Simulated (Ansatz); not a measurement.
Reaction (ligand exchange at the Si–S bond): `CS[SiH](N)[SiH3]` + CH₃OH → `CO[SiH](N)[SiH3]` + CH₃SH

Calculated with Ansatz (gas phase, PBE0-D4/def2-TZVP geometries, no zero-point term in ΔE). CCSD(T)/CBS is the MP2 limit (def2-TZVPP, def2-QZVPP) plus CCSD(T) − MP2 in def2-TZVPP, frozen cores. This one scheme is used for every species. DFT in def2-TZVPP. B3LYP here is the variant with VWN-RPA as its local correlation; programs differ in this. Each species was taken in one conformer, which may not be the lowest.

`CS[SiH](N)[SiH3]`:

Z-matrix (Å, degrees):
```
C
S 1 1.816
H 1 1.089 2 111.0
H 1 1.089 2 110.4 3 122.2
H 1 1.090 2 107.0 3 -119.0
Si 2 2.128 1 100.5 3 -75.6
Si 6 2.344 2 112.1 1 62.0
N 6 1.717 2 110.2 1 -57.3
H 6 1.492 2 101.4 1 179.5
H 7 1.489 6 110.7 2 -46.5
H 7 1.491 6 111.4 2 -166.3
H 7 1.487 6 109.8 2 73.4
H 8 1.008 6 121.0 2 -59.3
H 8 1.007 6 120.8 2 150.8
```

CH₃OH:

Cartesian coordinates in Å:
```
C 0.137 0.317 -0.089
O -0.341 -0.694 0.768
H 0.433 1.156 0.540
H -0.632 0.670 -0.788
H 1.013 -0.004 -0.666
H -0.610 -1.444 0.235
```

`CO[SiH](N)[SiH3]`:

```xyz
14

C     1.038   -1.047    1.459
O     0.739    0.322    1.355
Si   -0.286    0.935    0.217
N    -1.921    0.444    0.321
Si    0.410    0.317   -1.941
H     1.790   -1.179    2.238
H     0.152   -1.633    1.730
H     1.443   -1.447    0.521
H    -0.225    2.394    0.473
H    -2.264   -0.390   -0.122
H    -2.540    0.769    1.046
H    -0.081    1.300   -2.946
H     1.893    0.235   -2.048
H    -0.147   -1.019   -2.305
```

CH₃SH:

Cartesian coordinates in Å:
```
C 0.487 0.041 -0.049
S -1.147 -0.632 -0.423
H 0.539 1.108 -0.264
H 1.187 -0.479 -0.703
H 0.772 -0.150 0.985
H -1.837 0.112 0.455
```

| level | ΔE (kcal/mol) |
| --- | --- |
| B3LYP-D4 | -9.1 |
| ωB97X-V | -9.2 |
| ωB97M-V | -9.2 |
| B2PLYP | -10.1 |
| r2SCAN | -8.5 |
| B3LYP | -10.5 |
| CCSD/def2-TZVPP | -10.2 |
| SCS-MP2/def2-QZVPP | -9.3 |

Problem. What does CCSD(T)/CBS give? (Estimate.)

Solution. Ansatz gave: -8.4 kcal/mol. The listed levels differ from it by -0.7, -0.8, -0.8, -1.7, -0.1, -2.1, -1.8, -0.9 kcal/mol.

Largest T1 diagnostic among the species: 0.012.

In def2-TZVPP, CCSD(T) changes the Hartree–Fock value by +3.3 kcal/mol (the triples alone add +0.7 kcal/mol) and MP2 by +4.3 kcal/mol. The D4 term adds +1.4 kcal/mol with B3LYP and +0.8 kcal/mol with PBE0; it sums over pairs of atoms, weighted by their polarisabilities, and B3LYP, whose exchange is more repulsive, gets the larger term.
